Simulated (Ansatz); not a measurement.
Si₂W (the lowest singlet isomer of a short search) was relaxed with r2SCAN-D4 (def2-TZVP) in Ansatz in these states: neutral quintet, neutral triplet. The geometries follow in no particular order.

In the def2 sets W takes a core potential; there is no spin–orbit coupling.

A:

Cartesian coordinates in Å:
```
W 0.777 -0.939 0.718
Si -0.541 -0.274 -1.165
Si -0.236 1.213 0.448
```

B:

```xyz
3

W    -0.8545   -0.6869   -0.7171
Si   -0.2757    1.2923    0.2872
Si    1.1301   -0.6054    0.4299
```

Problem. Judge from the bond lengths which geometry belongs to which state (an estimate).

Solution. A is the neutral quintet (Si2–Si3 2.215 Å, W1–Si3 2.393 Å, W1–Si2 2.393 Å); B is the neutral triplet (Si2–Si3 2.366 Å, W1–Si3 2.294 Å, W1–Si2 2.294 Å).

At r2SCAN-D4/def2-TZVP the charge 0 quintet is spin-contaminated (final ⟨S²⟩ up to 6.21, 6.00 for a pure state). At r2SCAN-D4/def2-TZVP the charge 0 triplet is spin-contaminated (final ⟨S²⟩ up to 2.13, 2.00 for a pure state). At PBE0-D4/def2-TZVP a triplet lies 0.84 eV below the neutral quintet. These are the stationary points nearest to one start from a short search; other shapes may lie lower in each state.
